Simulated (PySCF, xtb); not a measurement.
VOF2, SMILES [O]=[V]([F])[F] (connectivity only; charge and spin as stated), neutral, multiplicity 2.

Harmonic wavenumbers (cm⁻¹) from xtb with GFN2-xTB at its own minimum, in rising order: 173, 206, 272, 604, 738, 1030.

Question: What does PBE0-D3(BJ)/def2-SVP run with PySCF give at its own minimum? (An estimate is asked for; the answer gives what the named calculation found.)

Answer: 89, 204, 284, 712, 823, 1168. Paired by order, the mean absolute difference is 71 cm⁻¹ and the zero-point energies are 4.3 and 4.7 kcal/mol.
